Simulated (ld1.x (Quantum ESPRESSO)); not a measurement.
silicon (Si): excitation energies, all-electron against RRKJ

silicon, norm-conserving RRKJ (Kleinman–Bylander form), made with ld1.x (Quantum ESPRESSO) 7.5 (LDA (PZ), non-relativistic). Core [Ne], reference 3s1.75 3p2.25. Waves: 3p (bound): rc 1.95 bohr; 3d channel at 0.05 Ry: rc 1.70 bohr; 3s (bound): rc 1.85 bohr. Local part: the s channel. Core correction: a·sin(br)/r model core, default radius (core density twice the valence density). rho0 = 0.02.

Energies are relative to the spin-unpolarised reference configuration 3s1.75 3p2.25; without spin polarisation the order of configurations can differ from experiment. Spin-polarised rows fill each open shell by Hund’s rule, majority spin first.

```csv
valence configuration,charge,ΔE all-electron (eV),error AE − PS (meV)
3s2 3p2,0,-1.671,-0.2
3s2 3p1,+1,6.169,+2.9
3s2 3p0,+2,22.295,+26
3s2 3p1.5,+0.5,1.299,+0.1
3s1 3p2,+1,13.518,+3.1
3s1 3p3,0,5.079,-1.9
3s1.75 3p2.25 (spin-polarised),0,-1.006,+17
3s2 3p2 (spin-polarised),0,-2.283,+9.5
```

Task: What are ΔE and the potential's error for 3s1 3p0?

Result: ΔE = 56.369 eV all-electron; the error (AE − PS) is +82 meV.
